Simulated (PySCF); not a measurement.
C2H10OSi3, SMILES O[C@@H]1C[Si@H]([SiH3])[SiH2]1. Geometry optimised at PBE0-D3(BJ)/def2-SVP. The structure was generated by enumeration; whether it is a known compound was not checked. Other conformers were not sampled.

These are PBE0-D3(BJ)/def2-SVP (PySCF) values and carry that method's errors.

Harmonic wavenumbers (cm⁻¹): 95, 107, 142, 178, 231, 336, 380, 393, 446, 458, 503, 528, 543, 614, 629, 653, 678, 736, 763, 800, 882, 915, 926, 934, 947, 1024, 1102, 1134, 1174, 1285, 1361, 1412, 2204, 2211, 2213, 2220, 2242, 2245, 3037, 3052, 3117, 3831. Rotational constants (GHz): 2.516, 1.384, 1.249; symmetry number 1.

Work out the zero-point energy and the ideal-gas rigid-rotor harmonic-oscillator thermochemistry at 298.15 K and 1 atm.

ZPE = ½ Σ hcν = ½ × 48679 cm⁻¹ = 291.17 kJ/mol. H − E(el) = 318.41 kJ/mol. Entropy in J/(mol K): translation 169.86, rotation 120.05, vibration 99.27, total 389.19. G − E(el) = 202.37 kJ/mol. Cp = 159.39 J/(mol K). Modes under 150 cm⁻¹ make the vibrational entropy uncertain.
